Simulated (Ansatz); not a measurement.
Energy profile

The step: SiH₄O ([OH][SiH3]) + CH₄ → CH₆OSi ([CH3][SiH2][OH]) + H₂; bonds formed: Si1–C7, H2–H6; bonds broken: Si1–H2, H6–C7 (atoms numbered as in the saddle structure below).

```
11
angstrom
Si -0.3498 0.5259 0.4842
H 0.0208 -0.8198 1.4189
H -0.2493 1.5492 -0.6215
H -1.7954 0.2660 0.6711
O 0.5634 1.3270 1.6084
H 0.1467 -1.0061 0.3391
C 0.1658 -0.9019 -1.0501
H 0.8115 2.2064 1.3068
H 1.0830 -0.4743 -1.4545
H -0.6803 -0.6800 -1.6997
H 0.2836 -1.9924 -1.0028
```

Electronic energies by CCSD(T) at an estimated basis limit (MP2 extrapolated from triple and quadruple zeta, plus CCSD(T) − MP2 in triple zeta), on PBE0-D4/def2-TZVP structures; CH$_{8}$OSi, singlet; no counterpoise correction. Ansatz 0.2.0; basis: def2-TZVPP and def2-QZVPP; cores frozen in the correlated methods. Extrapolation: Hartree–Fock as exp(−7.88 √X), correlation as X^−2.97.

Task: Give the profile in kJ/mol, counted from the separated reactants. (Judge from chemistry; the value comes from the calculation.)

Result: Computed:
| point | kJ/mol |
| --- | --- |
| separated: SiH$_{4}$O (linked as [OH][SiH3]; Si1, H2, H3, H4, O5, H8; singlet) + CH$_{4}$ (H6, C7, H9, H10, H11; singlet) | 0.0 |
| start structure | -4.2 |
| saddle | 301.2 |
| end structure | 15.0 |
| separated: CH$_{6}$OSi (linked as [CH3][SiH2][OH]; Si1, H3, H4, O5, C7, H8, H9, H10, H11; singlet) + H$_{2}$ (H2, H6; singlet) | 18.0 |

The T1 diagnostic stays at or below 0.012.

For scale, one of the runs: CCSD(T)/def2-TZVPP, 216 basis functions, launched by `ansatz run in.yaml --threads 4 --pin off --events-out ev --progress --plain --max-ram 9574MiB`. Hardware: 4 CPU threads of an Arm Neoverse V2, shared host. Wall time 31 s; peak host memory 3.2 GiB.
